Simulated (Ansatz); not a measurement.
H$_{7}$NSeSi$_{2}$ (`N[SiH2][SiH2][SeH]`). The species carries charge 0 and has multiplicity 1. The geometry is a stationary point of PBE0-D4/def2-TZVP. It is one conformer, not always the lowest.

```xyz
11

N    -0.138   -0.138   -1.829
Si   -1.029    0.318   -0.433
Si    0.579    0.653    1.231
Se    1.983   -1.166    1.180
H    -0.589   -0.254   -2.722
H     0.634   -0.778   -1.717
H    -2.005   -0.691    0.088
H    -1.810    1.548   -0.739
H     0.000    0.835    2.590
H     1.486    1.793    0.937
H     0.889   -2.119    1.416
```

**Question.** What is the dipole moment at PBE/def2-TZVPP? (An estimate is asked.)

**Answer.** The calculation gave: 1.31 D, with components (-0.70, -0.55, -0.95) D in this frame, pointing from negative to positive charge.

**Question.** And with r2SCAN, B3LYP, ωB97M-V? (Best estimate.)

**Answer.** The calculation gave: r2SCAN 1.37 D, B3LYP 1.33 D, ωB97M-V 1.39 D.

**Question.** Give the Mulliken charges with PBE, ωB97M-V, B3LYP in def2-TZVPP. (Estimate.)

**Answer.** Computed: 
| atom | PBE | ωB97M-V | B3LYP |
| --- | --- | --- | --- |
| N1 | -0.37 | -0.36 | -0.39 |
| Si2 | 0.27 | 0.26 | 0.34 |
| Si3 | 0.16 | 0.12 | 0.21 |
| Se4 | -0.18 | -0.21 | -0.20 |
| H5 | 0.15 | 0.11 | 0.13 |
| H6 | 0.15 | 0.13 | 0.14 |
| H7 | -0.09 | -0.06 | -0.10 |
| H8 | -0.07 | -0.03 | -0.08 |
| H9 | -0.05 | -0.02 | -0.06 |
| H10 | -0.04 | -0.01 | -0.05 |
| H11 | 0.07 | 0.08 | 0.06 |

B3LYP here is the variant with VWN-RPA as its local correlation; programs differ in this.
